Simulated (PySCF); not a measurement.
Spin-rotation constants: `[Se]1C=C[C@@H](B)C1`, C₄H₇BSe

Geometry (Å), atoms numbered from 1 in this order:
```xyz
13

B     1.668   -0.188    0.649
C     0.515    0.013   -0.406
C    -0.319    1.122    0.200
C    -1.631    0.949    0.281
Se   -2.280   -0.687   -0.398
C    -0.383   -1.206   -0.661
H     1.633   -1.076    1.407
H     2.527    0.601    0.709
H     0.892    0.397   -1.362
H     0.171    2.026    0.523
H    -2.339    1.663    0.666
H    -0.184   -2.013    0.046
H    -0.276   -1.599   -1.672
```

Level of theory: PySCF 2.14.0, GIAO KT2/STO-3G magnetisability, rotational g tensor and spin-rotation constants, non-relativistic, gas phase. Geometry: GFN2-xTB.

The calculation is non-relativistic, which matters for the atoms heavier than Zn.

Task: Give the nuclear spin-rotation constants along the inertial axes (H = +C I·J) beside the isotropic shieldings.

Result: Rotational constants 5.5451, 1.6824, 1.3799 GHz. A star marks the isotopologue with that one atom substituted, in its own axes.
| atom | isotope | Caa (kHz) | Cbb (kHz) | Ccc (kHz) | mean (kHz) | σ (ppm) |
| --- | --- | --- | --- | --- | --- | --- |
| B1 | 11B | 2.030 | 0.310 | 0.448 | 0.929 | 52.9 |
| H7 | 1H | -0.480 | -0.084 | 0.074 | -0.163 | 26.2 |
| H8 | 1H | 0.325 | -0.102 | -0.104 | 0.040 | 26.0 |
| H9 | 1H | -0.533 | -0.181 | 0.043 | -0.224 | 29.8 |
| H10 | 1H | -0.226 | -0.010 | -0.157 | -0.131 | 28.8 |
| H11 | 1H | -0.423 | 0.079 | -0.158 | -0.167 | 27.6 |
| H12 | 1H | -0.549 | -0.112 | -0.021 | -0.227 | 30.3 |
| H13 | 1H | -0.578 | -0.096 | -0.039 | -0.238 | 30.6 |
| C2 | 13C* | 0.633 | 0.128 | 0.191 | 0.317 | 186.5 |
| C3 | 13C* | 0.856 | 0.453 | 0.128 | 0.479 | 145.3 |
| C4 | 13C* | 1.203 | 0.519 | 0.119 | 0.614 | 124.6 |
| Se5 | 77Se* | 6.179 | 0.775 | 1.378 | 2.777 | 2242.9 |
| C6 | 13C* | 0.403 | 0.148 | 0.189 | 0.247 | 193.1 |

For the geometry as given, no vibrational averaging.
